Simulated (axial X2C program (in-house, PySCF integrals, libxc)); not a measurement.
## Potential curves of InP, two-component

Computed with an axial X2C code built on PySCF integrals. Two-component (2c) means X2C with spin–orbit coupling and atomic mean-field two-electron Coulomb and Gaunt terms. Basis: In dyall-cv3z [11s12p9d4f1g], P dyall-v3z [8s7p2d1f] (cores contracted in-house); Gaussian nuclei, density fitting, unrestricted open shells. Masses: In 114.904 u, P 30.974 u.

State: Ω = 2 (⟨Sz⟩ = 1.00, ⟨Lz⟩ = 1.00 at PBE0). Energies in kJ/mol from the lowest point of each curve. Fits are polynomials in 1 − R0/R over 0.85 to 1.23 times the lowest point R0.

| R (Å) | PBE0 | BP86 |
| --- | --- | --- |
| 2.1202 | 61.47 | 66.25 |
| 2.2177 | 24.60 | 27.90 |
| 2.2908 | 9.38 | 11.54 |
| 2.3639 | 1.85 | 2.90 |
| 2.4370 | 0.00 | 0.00 |
| 2.5223 | 2.98 | 1.82 |
| 2.6076 | 9.81 | 7.54 |
| 2.7173 | 22.15 | 18.51 |
| 2.7864 | 31.18 | 26.69 |
| 2.8513 | 40.15 | 34.87 |
| 2.9456 | 53.56 | 47.18 |
| 3.0462 | 67.71 | 60.31 |

Density functionals use the spin component along the axis (collinear). Without a current term, density functionals place determinants with orbital angular momentum somewhat too high. The state is one determinant with fixed occupations, lowest in a PBE0 search at one distance only: followed along the bond, the 2c determinant Ω = 1 reaches 0.25 eV lower at PBE0, at Re = 2.646 Å, so the state shown is not the lowest. With several unpaired electrons one determinant need not be a pure state. A state of lower Ω lies just above, and one determinant can place such states too high, so the state shown need not be the lowest. The search has Ω = 1 only 0.02 eV up. Open-shell Ω = 0 determinants with evenly filled partner blocks cannot be reached by this program, so the Ω shown need not be the lowest component. At some level and bond length an empty orbital lies below a filled one. The lowest spin-free determinant has another configuration (M_S = 1, Λ = 0), so the order of states is uncertain and this need not be the ground state.

What are Re and ωe at the PBE0 level?

At PBE0, 2c: Re = 2.429 Å, ωe ≈ 303 cm⁻¹; Be follows as 0.117 cm⁻¹.

Fit the BP86 curve near its minimum: give the equilibrium distance and the harmonic wavenumber.

At BP86, 2c: Re = 2.448 Å, ωe ≈ 293 cm⁻¹; Be follows as 0.115 cm⁻¹.
